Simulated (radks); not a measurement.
Results of a calculation; reference values are marked as such.
Species: the antimony ion Sb34+. Configuration: [Ne] 3s2 3p5.

Level of theory: scalar-relativistic Kohn-Sham, r2SCAN, spin-polarised, spherical densities, finite nucleus; open shells are filled with parallel spins first (spin-orbit coupling, left out, can overturn this in heavy ions); meta-GGA in the generalised Kohn-Sham scheme; Fermi nuclear charge, rms radius 4.6802 fm (a radial shooting solver on a logarithmic mesh with Libxc functionals).

Energy parts (hartree):
total: -5581.51728
kinetic: 5876.36720
electron-nucleus: -12226.70375
Hartree: 877.98839
exchange-correlation: -109.16912

Orbitals (lengths in bohr, moments of r in powers of bohr; <r^-3> diverges for s and p1/2; r(90%) holds 90 % of the orbital's charge):
orbital  occ.  eigenvalue (hartree)  r(90%)  <r^-3>      <r>
1s up       1             -1183.528  0.0511       -  0.02843
1s down     1             -1183.409  0.0511       -  0.02842
2s up       1             -236.0757   0.187       -   0.1212
2s down     1             -236.0413   0.187       -   0.1212
2p up       3             -219.1539   0.172    5141   0.1058
2p down     3             -219.0599   0.172    5137   0.1058
3s up       1             -88.53741   0.435       -   0.2995
3s down     1             -88.24482   0.435       -   0.2999
3p up       3             -83.05843   0.431    1237   0.2916
3p down     2             -82.75807   0.432    1235   0.2919

The highest occupied level is 3p down at -2252.0 eV. The electron density at the nucleus is 2.156e+05 e/bohr^3 (large components only). Summed over all electrons, <r^2> = 0.8129 bohr^2, which gives a Langevin (diamagnetic) susceptibility term of -0.644 x 10^-6 cm^3/mol. The density falls to 0.001 e/bohr^3 at r = 0.85 bohr. Spin moment in Bohr magnetons: 1.
